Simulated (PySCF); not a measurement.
# Trend along the fourth-period p block: MBe molecules

CCSD(T) with double-zeta basis sets in PySCF, for the lowest determinant that a PBE0 search found; no spin–orbit coupling. De refers to high-spin ground-configuration atoms.

```csv
M,basis,"reference, frozen orbitals",state (unpaired electrons),Re (Å),ωe (cm⁻¹),De (eV)
Ga,jorge-DZP-DKH,"UHF, 9",doublet (π ↑),2.357,371,0.61
Ge,x2c-SVPall,"UHF, 9",triplet (π ↑↑),2.236,448,0.80
As,aug-cc-pVDZ/aug-cc-pVDZ-PP,"UHF, 4","quartet (σ ↑, π ↑↑)",2.209,495,0.72
Se,def2-SVP,"RHF, 9",singlet (closed shell),1.910,807,2.02
Br,def2-SVP,"UHF, 9",doublet (σ ↑),2.005,684,2.77
```

(1) By what factor does the harmonic wavenumber vary along the series?

The rows differ in basis set, which adds steps of its own.

The state changes along the series, so neighbouring rows are not always alike in their bonding.

Correlated steps freeze the inner cores (4 to 9 orbitals); shallow outer-core shells are correlated. Correlated levels converge slowly with the basis: in double zeta they bind strong bonds too weakly, by up to about 1 eV, and carry superposition errors of some tenths. Spin–orbit coupling is left out. Where the molecule has an RHF reference, its open-shell atoms are computed with UHF. The CCSD T1 diagnostic is raised in BeSe, a sign that a single reference may not be enough there. States were picked by a PBE0 search and need not be the measured ground states.

Results:

(1) At CCSD(T) it runs from 371 cm⁻¹ (BeGa) to 807 cm⁻¹ (BeSe), a factor of 2.18.
